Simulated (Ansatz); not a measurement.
`C[N](C)[In]([F])[SH]` and `C[N](C)[InH][SH]` differ in one atom or group.

Ansatz, PBE0-D4/def2-TZVP geometries, multiplicity 1. Each molecule was computed in one conformer, which needn't be the lowest.

Elements past krypton have def2 core potentials.

```tsv
property	`C[N](C)[In]([F])[SH]`
size of the dipole moment (ωB97M-V/def2-TZVPP) / D	2.16
HOMO–LUMO gap (B3LYP/def2-TZVPP) / eV	4.31
HOMO–LUMO gap (PBE0/def2-TZVPP) / eV	4.81
HOMO energy (ωB97M-V/def2-TZVPP) / eV	-8.71
LUMO energy (PBE0/def2-TZVPP) / eV	-1.62
size of the dipole moment (B3LYP/def2-TZVPP) / D	2.26
```

Task: Give the same properties after the change, and the shifts. (An estimate is asked.)

Result: Ansatz gave: 
```csv
property,`C[N](C)[InH][SH]`,shift
size of the dipole moment (ωB97M-V/def2-TZVPP) / D,1.70,-0.46
HOMO–LUMO gap (B3LYP/def2-TZVPP) / eV,4.71,0.40
HOMO–LUMO gap (PBE0/def2-TZVPP) / eV,5.14,0.33
HOMO energy (ωB97M-V/def2-TZVPP) / eV,-8.37,0.34
LUMO energy (PBE0/def2-TZVPP) / eV,-0.98,0.64
size of the dipole moment (B3LYP/def2-TZVPP) / D,1.78,-0.48
```

With PBE0 the HOMO rises by 0.31 eV and the LUMO rises by 0.64 eV, so the gap widens by about 0.33 eV. PBE moves the HOMO by 0.25 eV and ωB97M-V by 0.34 eV. Dipoles are sizes alone; their direction can turn.

B3LYP here is the variant with VWN-RPA as its local correlation; programs differ in this.
